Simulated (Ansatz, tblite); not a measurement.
Forces on the cluster Au5Se2⁺ at its PBE0-D4/def2-SVP geometry. The state is a singlet with charge 1.

In the def2 sets Au takes a core potential; there is no spin–orbit coupling. The xTB rows come from tblite. Another isomer (singlet) lies 0.05 eV lower at PBE0-D4/def2-TZVP; other spin states weren't run for this one.

GFN1-xTB (tblite), largest force 0.75 eV/Å:

```xyz
7
positions Å, forces eV/Å
Au   -0.602    0.377   -0.385    0.148   -0.089    0.097
Au   -1.476   -2.751    1.054   -0.095    0.736    0.118
Au   -1.100   -0.016    3.112   -0.237   -0.289   -0.655
Au    2.091   -0.606   -2.483   -0.285    0.617    0.322
Au    2.509    2.098   -0.393   -0.443   -0.397   -0.463
Se   -2.315   -0.512    1.112    0.446   -0.292    0.305
Se    0.893    1.411   -2.017    0.468   -0.287    0.276
```

GFN2-xTB (tblite), largest force 0.44 eV/Å:

```
Au -0.172 0.113 -0.107
Au -0.175 -0.040 -0.062
Au -0.157 0.099 0.039
Au -0.056 0.035 -0.178
Au -0.037 0.171 -0.073
Se 0.424 -0.111 0.071
Se 0.174 -0.266 0.310
```

PBE-D4/def2-TZVP (Ansatz), largest force 0.23 eV/Å:

```
Au 0.040 -0.017 0.030
Au -0.054 0.190 0.009
Au -0.088 -0.049 -0.175
Au -0.096 0.164 0.054
Au -0.136 -0.074 -0.130
Se 0.206 -0.082 0.070
Se 0.129 -0.131 0.142
```
